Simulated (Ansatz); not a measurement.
Molecule: C$_{4}$H$_{12}$Sn, charge 0, multiplicity 1. SMILES: [CH3][Sn]([CH3])([CH3])[CH3]
Geometry: optimised at B3LYP-D3(BJ)/def2-TZVP (Ansatz, a quantum-chemistry and plane-wave program).

Property: atomisation energy (electronic, to ground-state atoms), in kcal/mol. Cores are frozen in the correlated levels unless marked. Open shells are spin-unrestricted. Spin-orbit coupling is left out. The frozen core is the preceding noble-gas configuration, with the filled d and f shells of earlier blocks. Past Kr the def2 sets carry scalar-relativistic core potentials. STO-3G rows are all-electron and non-relativistic. The coupled-cluster limit lacks core correlation, which all-electron functionals hold. CBS(X,Y): correlation extrapolated as X^-3; Hartree-Fock from the larger set. [CCSD(T)-MP2]/basis is that difference in the basis named.

```csv
level,program,atomisation energy (kcal/mol),minus last row
HF/STO-3G,Ansatz,1496.1,35.8
revPBE-D4/def2-TZVPD,Ansatz + dftd4,1445.3,-15.0
B3LYP-D4/def2-TZVPD,Ansatz + dftd4,1459.8,-0.5
PBE0-D3(BJ)/def2-TZVPD,Ansatz + dftd3,1462.7,2.4
CCSD(T)/def2-TZVPPD,Ansatz,1434.4,-25.9
"RI-MP2/CBS(def2-TZVPP,def2-QZVPP)+[CCSD(T)-MP2]/def2-SVP",Ansatz,1466.8,6.5
"CCSD(T)/CBS(def2-TZVPPD,def2-QZVPPD)",Ansatz,1460.3,0.0
```
